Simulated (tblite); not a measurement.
A geometry optimisation, step by step.

Compound: C4H3Cl2FS (charge +1 and doublet state).
Numbering: `[F:1][C@@:2]([Cl:3])([CH+:4][C:5]=[S:6])[CH2:7][Cl:8]` (hydrogens: H9 on C4; H10, H11 on C7)
Bond orders are those of one Lewis drawing.

Computed with GFN2-xTB (tblite), gas phase: L-BFGS steps from a force-field or distance-geometry start until the largest atomic force falls under 0.01 eV/Å. 14 of its 102 geometries are shown.

Step 0: E = -722.1863 eV, largest atomic force 6.377 eV/Å
```
atom  x, y, z in Å  |  force x, y, z in eV/Å
F1     -0.228   -1.549   -1.139   -0.259  -0.114   0.556
C2     -0.306   -0.803    0.021    1.319  -0.364  -0.213
Cl3    -0.800   -1.734    1.442   -0.213  -0.536   0.059
C4      1.044   -0.220    0.289    0.709   1.636  -3.808
C5      1.614    0.576   -0.792    1.529  -0.689   6.153
S6      2.843    1.584   -0.502   -1.371  -0.731  -1.878
C7     -1.238    0.333   -0.234   -1.745   0.634  -0.515
Cl8    -1.360    1.329    1.248   -0.110  -0.039  -0.319
H9      1.581   -0.383    1.232   -0.171   0.003  -0.662
H10    -0.917    0.967   -1.080    0.070  -0.201   0.320
H11    -2.227   -0.099   -0.510    0.242   0.401   0.306
```

Step 8: E = -723.9328 eV, largest atomic force 0.497 eV/Å
```
atom  x, y, z in Å  |  force x, y, z in eV/Å
F1     -0.315   -1.612   -1.121    0.145   0.260   0.155
C2     -0.288   -0.816   -0.022    0.457   0.190   0.045
Cl3    -0.818   -1.802    1.395    0.081   0.037  -0.152
C4      1.098   -0.235    0.248   -0.113  -0.139   0.410
C5      1.846    0.664   -0.359   -0.172  -0.087   0.034
S6      2.903    1.690   -0.819   -0.108  -0.093  -0.188
C7     -1.297    0.338   -0.247    0.029   0.172   0.130
Cl8    -1.428    1.356    1.208   -0.050  -0.070  -0.146
H9      1.520   -0.473    1.236   -0.207  -0.211  -0.213
H10    -0.931    0.960   -1.067   -0.095  -0.011  -0.067
H11    -2.285   -0.067   -0.478    0.032  -0.048  -0.008
```

Step 16: E = -724.0428 eV, largest atomic force 0.282 eV/Å
```
atom  x, y, z in Å  |  force x, y, z in eV/Å
F1     -0.196   -1.481   -1.135   -0.020   0.027   0.011
C2     -0.260   -0.747    0.006    0.281  -0.015  -0.009
Cl3    -0.801   -1.818    1.348   -0.155  -0.008  -0.088
C4      1.115   -0.227    0.360   -0.050  -0.065   0.154
C5      1.843    0.656   -0.283   -0.081  -0.141   0.056
S6      2.807    1.625   -0.989    0.055   0.099  -0.108
C7     -1.293    0.373   -0.243   -0.022  -0.031   0.104
Cl8    -1.491    1.403    1.188   -0.009  -0.010  -0.136
H9      1.499   -0.646    1.288    0.156   0.092  -0.046
H10    -0.975    0.973   -1.101    0.010   0.023   0.099
H11    -2.244   -0.109   -0.465   -0.166   0.029  -0.037
```

Step 23: E = -724.0642 eV, largest atomic force 0.111 eV/Å
```
atom  x, y, z in Å  |  force x, y, z in eV/Å
F1     -0.151   -1.438   -1.142   -0.013  -0.022   0.009
C2     -0.246   -0.740    0.023    0.098   0.004  -0.011
Cl3    -0.849   -1.833    1.306   -0.054  -0.097   0.010
C4      1.126   -0.232    0.404   -0.012   0.003   0.014
C5      1.846    0.634   -0.274   -0.012  -0.011  -0.006
S6      2.763    1.607   -1.039   -0.009   0.011  -0.030
C7     -1.298    0.368   -0.233    0.011   0.066   0.033
Cl8    -1.513    1.426    1.165   -0.019   0.017   0.052
H9      1.558   -0.655    1.309   -0.042   0.043  -0.015
H10    -0.977    0.976   -1.080    0.050  -0.007  -0.056
H11    -2.253   -0.110   -0.466    0.002  -0.008   0.001
```

Step 31: E = -724.0700 eV, largest atomic force 0.101 eV/Å
```
atom  x, y, z in Å  |  force x, y, z in eV/Å
F1     -0.148   -1.425   -1.149    0.016   0.000   0.016
C2     -0.239   -0.753    0.032    0.005   0.044  -0.014
Cl3    -0.872   -1.874    1.276    0.040  -0.002  -0.020
C4      1.120   -0.228    0.417    0.060  -0.058  -0.057
C5      1.836    0.621   -0.288    0.011   0.023   0.021
S6      2.733    1.601   -1.071   -0.041  -0.054  -0.001
C7     -1.279    0.375   -0.220   -0.063   0.016  -0.002
Cl8    -1.521    1.433    1.171    0.034   0.003   0.028
H9      1.546   -0.618    1.336   -0.026   0.039   0.056
H10    -0.940    0.971   -1.071    0.020   0.004   0.023
H11    -2.232   -0.101   -0.460   -0.056  -0.017  -0.049
```

Step 39: E = -724.0777 eV, largest atomic force 0.141 eV/Å
```
atom  x, y, z in Å  |  force x, y, z in eV/Å
F1     -0.130   -1.390   -1.174    0.044  -0.014  -0.008
C2     -0.225   -0.765    0.030   -0.134   0.041  -0.017
Cl3    -0.858   -1.930    1.227   -0.022   0.001  -0.012
C4      1.118   -0.233    0.445    0.020   0.058  -0.063
C5      1.830    0.595   -0.290    0.029  -0.002   0.009
S6      2.674    1.556   -1.149    0.040  -0.025  -0.017
C7     -1.267    0.381   -0.204   -0.016  -0.020  -0.042
Cl8    -1.508    1.427    1.196   -0.007  -0.068  -0.014
H9      1.487   -0.540    1.416    0.017   0.017   0.054
H10    -0.897    0.982   -1.040   -0.010   0.008   0.043
H11    -2.220   -0.080   -0.482    0.039   0.005   0.067
```

Step 47: E = -724.0899 eV, largest atomic force 0.138 eV/Å
```
atom  x, y, z in Å  |  force x, y, z in eV/Å
F1     -0.057   -1.359   -1.198   -0.027   0.035  -0.066
C2     -0.217   -0.757    0.008   -0.057  -0.015   0.007
Cl3    -0.857   -1.967    1.159    0.003  -0.002  -0.015
C4      1.097   -0.186    0.473    0.036   0.009  -0.075
C5      1.853    0.556   -0.308    0.026   0.043   0.009
S6      2.696    1.442   -1.245    0.056  -0.062   0.013
C7     -1.271    0.378   -0.203    0.008  -0.036   0.084
Cl8    -1.494    1.324    1.270   -0.064   0.070   0.011
H9      1.388   -0.391    1.496    0.006   0.035   0.019
H10    -0.902    1.034   -0.999   -0.090  -0.086   0.060
H11    -2.232   -0.070   -0.478    0.103   0.008  -0.047
```

Step 54: E = -724.1218 eV, largest atomic force 0.386 eV/Å
```
atom  x, y, z in Å  |  force x, y, z in eV/Å
F1     -0.010   -1.258   -1.267   -0.132   0.052   0.035
C2     -0.194   -0.721   -0.038    0.017  -0.313   0.226
Cl3    -0.819   -2.006    1.081    0.269   0.083  -0.223
C4      1.082   -0.104    0.453   -0.014   0.109   0.047
C5      1.922    0.531   -0.340    0.022  -0.244   0.023
S6      2.916    1.178   -1.321    0.042   0.035   0.014
C7     -1.306    0.353   -0.144   -0.128   0.084  -0.159
Cl8    -1.566    1.182    1.380   -0.145   0.099   0.172
H9      1.218   -0.110    1.529    0.058   0.043  -0.020
H10    -1.011    1.087   -0.890    0.100   0.134  -0.163
H11    -2.229   -0.129   -0.468   -0.089  -0.080   0.048
```

Step 62: E = -724.2464 eV, largest atomic force 0.753 eV/Å
```
atom  x, y, z in Å  |  force x, y, z in eV/Å
F1     -0.054   -1.031   -1.362    0.092   0.244  -0.112
C2     -0.204   -0.563   -0.105    0.144  -0.397   0.275
Cl3    -0.446   -2.050    0.945    0.045   0.179   0.040
C4      1.054    0.066    0.416    0.437   0.089  -0.607
C5      2.131    0.299   -0.332   -0.272   0.079  -0.003
S6      3.285    0.690   -1.283   -0.320  -0.247   0.368
C7     -1.440    0.339   -0.082    0.031   0.170  -0.179
Cl8    -1.827    0.983    1.523    0.054  -0.088  -0.018
H9      1.046    0.340    1.461   -0.054   0.025   0.103
H10    -1.255    1.184   -0.762   -0.117  -0.126   0.102
H11    -2.285   -0.253   -0.446   -0.039   0.072   0.032
```

Step 70: E = -724.3139 eV, largest atomic force 0.397 eV/Å
```
atom  x, y, z in Å  |  force x, y, z in eV/Å
F1     -0.048   -0.915   -1.436   -0.098  -0.034   0.070
C2     -0.199   -0.510   -0.155   -0.062   0.041  -0.023
Cl3    -0.273   -1.988    0.919    0.069   0.057  -0.102
C4      1.034    0.199    0.314   -0.211  -0.073   0.328
C5      2.179    0.238   -0.334    0.024   0.092  -0.045
S6      3.491    0.379   -1.121    0.076  -0.063  -0.042
C7     -1.500    0.301   -0.049    0.021  -0.069  -0.094
Cl8    -1.883    0.781    1.612    0.128   0.042   0.045
H9      0.955    0.629    1.311   -0.026   0.014  -0.100
H10    -1.410    1.190   -0.677   -0.013   0.095   0.024
H11    -2.341   -0.299   -0.411    0.092  -0.102  -0.063
```

Step 78: E = -724.3365 eV, largest atomic force 0.132 eV/Å
```
atom  x, y, z in Å  |  force x, y, z in eV/Å
F1     -0.057   -0.851   -1.473   -0.013  -0.018  -0.025
C2     -0.199   -0.470   -0.187    0.019  -0.028   0.022
Cl3    -0.163   -1.976    0.854   -0.001   0.036  -0.035
C4      1.012    0.261    0.301    0.050   0.031  -0.027
C5      2.183    0.226   -0.308   -0.095  -0.009   0.091
S6      3.528    0.181   -1.048    0.050   0.000  -0.030
C7     -1.520    0.280   -0.035    0.005   0.015   0.020
Cl8    -1.850    0.684    1.665    0.020   0.004  -0.030
H9      0.883    0.803    1.234   -0.022  -0.029  -0.010
H10    -1.478    1.206   -0.613   -0.016   0.026  -0.012
H11    -2.334   -0.342   -0.417    0.001  -0.027   0.035
```

Step 85: E = -724.3381 eV, largest atomic force 0.037 eV/Å
```
atom  x, y, z in Å  |  force x, y, z in eV/Å
F1     -0.055   -0.848   -1.480   -0.013   0.007  -0.027
C2     -0.196   -0.465   -0.194   -0.001   0.015  -0.003
Cl3    -0.156   -1.970    0.844   -0.001   0.005  -0.008
C4      1.011    0.269    0.298    0.007  -0.003   0.029
C5      2.189    0.226   -0.296   -0.025  -0.003   0.010
S6      3.532    0.170   -1.042    0.018   0.007   0.006
C7     -1.520    0.280   -0.035   -0.001  -0.014   0.002
Cl8    -1.838    0.687    1.664    0.018   0.012   0.022
H9      0.866    0.802    1.233    0.009   0.002  -0.009
H10    -1.499    1.208   -0.613    0.018  -0.017  -0.028
H11    -2.329   -0.356   -0.403   -0.029  -0.012   0.006
```

Step 93: E = -724.3412 eV, largest atomic force 0.056 eV/Å
```
atom  x, y, z in Å  |  force x, y, z in eV/Å
F1     -0.070   -0.815   -1.507    0.008  -0.015  -0.009
C2     -0.201   -0.454   -0.214    0.017   0.001  -0.006
Cl3    -0.142   -1.969    0.808    0.012  -0.030  -0.004
C4      1.007    0.274    0.286   -0.045  -0.014   0.030
C5      2.198    0.209   -0.277   -0.011   0.036  -0.004
S6      3.566    0.156   -0.975    0.033  -0.012  -0.012
C7     -1.532    0.271   -0.030    0.024  -0.022  -0.035
Cl8    -1.782    0.735    1.664   -0.008   0.030   0.017
H9      0.851    0.820    1.212    0.001  -0.003  -0.005
H10    -1.547    1.170   -0.653   -0.004   0.020   0.011
H11    -2.341   -0.395   -0.341   -0.028   0.008   0.016
```

Step 101: E = -724.3425 eV, largest atomic force 0.009 eV/Å
```
atom  x, y, z in Å  |  force x, y, z in eV/Å
F1     -0.069   -0.817   -1.512   -0.001   0.004   0.004
C2     -0.202   -0.462   -0.219    0.001   0.000   0.002
Cl3    -0.143   -1.986    0.793   -0.001  -0.002   0.000
C4      1.003    0.263    0.291    0.001   0.007  -0.005
C5      2.194    0.219   -0.274   -0.003  -0.001   0.004
S6      3.567    0.178   -0.965    0.001   0.000  -0.001
C7     -1.530    0.270   -0.032    0.002  -0.007  -0.005
Cl8    -1.756    0.780    1.654    0.002   0.004   0.002
H9      0.842    0.799    1.222   -0.001  -0.003  -0.001
H10    -1.550    1.155   -0.673    0.002  -0.001   0.004
H11    -2.351   -0.396   -0.310   -0.003   0.000  -0.003
```

Question: Summarise the path.

Answer: The energy falls by 49.72 kcal/mol from step 0 to step 101; nine tenths of that is first reached at step 55. It falls at every step. The largest force goes from 6.377 to 0.009 eV/Å. Among the bonds C4–C5 changes most, from 1.459 to 1.319 Å; the atoms move by 0.889 Å rms after alignment.

Question: Follow the three bonds and two angles with the largest change from start to end.

Answer: 
```csv
step,E above end (kcal/mol),largest force (eV/Å),C4–C5 (Å),C5=S6 (Å),C2–Cl3 (Å),C4–C5–S6 (°),C2–C4–C5 (°)
0,49.72,6.377,1.459,1.615,1.769,120.3,115.6
4,14.80,1.942,1.302,1.560,1.802,161.1,133.9
9,9.06,0.386,1.317,1.545,1.810,168.8,133.0
13,7.57,0.339,1.316,1.546,1.788,171.7,129.5
18,6.70,0.229,1.314,1.541,1.810,175.9,127.8
22,6.44,0.117,1.315,1.541,1.791,176.6,126.0
26,6.36,0.056,1.315,1.541,1.793,176.9,125.8
31,6.28,0.101,1.316,1.542,1.791,177.3,125.3
35,6.18,0.079,1.316,1.540,1.787,178.3,124.5
40,6.08,0.098,1.316,1.540,1.785,179.9,123.5
44,5.97,0.201,1.315,1.542,1.791,178.6,123.1
48,5.79,0.164,1.316,1.541,1.784,177.9,121.7
53,5.34,0.262,1.319,1.543,1.800,176.2,122.3
57,3.95,0.363,1.322,1.544,1.813,175.0,124.9
61,2.59,0.723,1.319,1.547,1.812,177.6,124.7
66,1.30,0.252,1.321,1.541,1.819,174.2,124.3
70,0.66,0.397,1.316,1.536,1.829,176.1,125.2
75,0.20,0.145,1.320,1.540,1.823,177.1,123.5
79,0.13,0.045,1.320,1.537,1.831,178.6,123.8
83,0.11,0.038,1.319,1.537,1.827,178.0,123.9
88,0.08,0.088,1.319,1.538,1.831,177.4,123.7
92,0.04,0.056,1.319,1.537,1.829,177.9,124.1
97,0.00,0.037,1.319,1.537,1.830,178.6,124.4
101,0.00,0.009,1.319,1.537,1.830,178.6,124.4
```

The cost below is that of the whole relaxation. Hardware: an Arm Neoverse V2 with one thread, on a shared host. Cost: 0.83 s wall.
